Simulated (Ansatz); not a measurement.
A nudged elastic band was laid between two geometries of BFH2O2 + CH4 (11 atoms, charge 0, multiplicity 1).

Computed with Ansatz 0.2.0, RKS PBE0-D4/6-31G*.

```yaml
movable_images: 5
climbing_image: yes
spring: 5.0 eV/Å²
optimiser: quadratic models (default)
start_path: through a guess of the saddle point
force_threshold: 0.03 eV/Å
iteration_limit: 60
end_points: relaxed
```

Initial state:

```xyz
11
Properties=species:S:1:pos:R:3
B -0.462 0.092 -1.483
F 0.777 -0.297 -1.799
O -0.708 1.378 -1.102
O -1.458 -0.823 -1.556
H 1.278 -0.704 0.737
C 0.811 -0.364 1.664
H 0.102 1.902 -1.084
H -2.301 -0.431 -1.298
H 0.104 0.441 1.445
H 0.279 -1.198 2.129
H 1.581 0.003 2.347
```

Final state:

```xyz
11
Properties=species:S:1:pos:R:3
B -0.484 0.418 -0.207
F 1.544 -2.194 -0.733
O -1.285 1.489 -0.488
O -0.497 -0.595 -1.145
H 0.771 -1.725 -1.012
C 0.406 0.244 1.074
H -1.243 2.164 0.198
H -1.074 -0.388 -1.894
H 0.966 1.155 1.321
H -0.218 0.008 1.947
H 1.114 -0.577 0.939
```

(1) What changes between the two ends?

(2) Give the energies along the band, and the barrier.

(3) What is the geometry of the highest image?

## Answers

(1) Bonds broken: B1–F2, H5–C6. Bonds formed: B1–C6, F2–H5. BFH2O2 + CH4 becomes CH5BO2 + FH.

(2) The forces met the threshold. The highest image is number 2 of 0 to 6, 67.7 kcal/mol above the first end and 34.0 kcal/mol above the last; the last end lies 33.7 kcal/mol above the first. Neighbouring images differ by up to 2.8 eV, so the band resolves the path poorly. A vibrational analysis at the climbing image gives one clearly imaginary mode, 1127i cm⁻¹: a first-order saddle point. The orbitals stay closed-shell, which can raise the energy where a bond breaks towards radicals; this wasn't checked here.

| image | path coordinate (Å) | energy (kcal/mol) | B1–F2 (Å) | H5–C6 (Å) | B1–C6 (Å) |
| --- | --- | --- | --- | --- | --- |
| 0 | 0.00 | 0.0 | 1.34 | 1.09 | 3.43 |
| 1 | 1.48 | 3.4 | 1.34 | 1.09 | 2.85 |
| 2 | 2.97 | 67.7 | 1.71 | 1.39 | 1.76 |
| 3 | 4.37 | 40.3 | 2.57 | 2.40 | 1.58 |
| 4 | 5.77 | 34.9 | 2.83 | 2.86 | 1.57 |
| 5 | 7.18 | 34.0 | 3.11 | 2.87 | 1.57 |
| 6 | 8.58 | 33.7 | 3.35 | 2.89 | 1.57 |

(3) 
```xyz
11
Properties=species:S:1:pos:R:3
B -0.312 0.067 -0.484
F 1.046 -0.629 -1.246
O -0.374 1.388 -0.874
O -1.410 -0.743 -0.635
H 0.956 -0.612 -0.088
C 0.385 -0.212 1.109
H 0.498 1.792 -0.940
H -1.945 -0.422 -1.371
H -0.568 0.097 1.549
H 0.570 -1.211 1.524
H 1.153 0.486 1.455
```

Time of the run: 6.5 min on 2 threads of Intel(R) Xeon(R) Processor @ 2.50GHz (Skylake/Cascade Lake), with other jobs on the host, peak memory 0.18 GiB.
